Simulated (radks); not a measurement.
Ba, configuration [Xe] 6s2.

Method: Dirac Kohn-Sham, PBE, spin-unpolarised, spherical densities, point nucleus; computed with a radial shooting solver on a logarithmic mesh with Libxc functionals.

Energy parts (eV):
part                      energy
total                 -221482.36
kinetic                236450.97
electron-nucleus      -538657.00
Hartree                 86117.01
exchange-correlation    -5393.35

Orbitals (lengths in bohr, moments of r in powers of bohr; <r^-3> diverges for s and p1/2):
\begin{tabular}{lrrrrrr}
orbital & occ. & eigenvalue (eV) & <r> & <r^4> & <r^-3> & small-component weight \\ \hline
1s1/2 & 2 & -37229.86 & 0.02558 & 2.074e-06 & - & 4.28e-02 \\
2s1/2 & 2 & -5882.223 & 0.1093 & 0.0003458 & - & 9.24e-03 \\
2p1/2 & 2 & -5540.610 & 0.09193 & 0.0002189 & - & 9.27e-03 \\
2p3/2 & 4 & -5158.867 & 0.09793 & 0.0002686 & 6295 & 8.75e-03 \\
3s1/2 & 2 & -1241.671 & 0.2916 & 0.01438 & - & 2.79e-03 \\
3p1/2 & 2 & -1098.363 & 0.2815 & 0.01351 & - & 2.73e-03 \\
3p3/2 & 4 & -1024.575 & 0.2934 & 0.01580 & 1247 & 2.59e-03 \\
3d3/2 & 4 & -773.2889 & 0.2644 & 0.01238 & 202.5 & 2.47e-03 \\
3d5/2 & 6 & -757.5607 & 0.2681 & 0.01300 & 185.5 & 2.43e-03 \\
4s1/2 & 2 & -243.6165 & 0.6739 & 0.3834 & - & 8.41e-04 \\
4p1/2 & 2 & -191.5323 & 0.6969 & 0.4589 & - & 7.76e-04 \\
4p3/2 & 4 & -176.1548 & 0.7241 & 0.5346 & 260.6 & 7.31e-04 \\
4d3/2 & 4 & -91.1237 & 0.7947 & 0.8877 & 34.35 & 5.90e-04 \\
4d5/2 & 6 & -88.5102 & 0.8047 & 0.9334 & 31.17 & 5.78e-04 \\
5s1/2 & 2 & -33.6323 & 1.639 & 13.54 & - & 1.76e-04 \\
5p1/2 & 2 & -20.1647 & 1.863 & 24.14 & - & 1.37e-04 \\
5p3/2 & 4 & -18.0936 & 1.948 & 29.08 & 34.79 & 1.26e-04 \\
6s1/2 & 2 & -3.2293 & 4.792 & 1043 & - & 2.03e-05 \\
\end{tabular}

The highest occupied level is 6s1/2 at -3.229 eV. For comparison, the ionisation energy in NIST's Atomic Spectra Database is 5.212 eV (measured). In exact Kohn-Sham theory the highest level is minus the ionisation energy, but local and semilocal functionals leave it too shallow, through self-interaction and a potential that decays too fast; potentials with the right tail come closer.
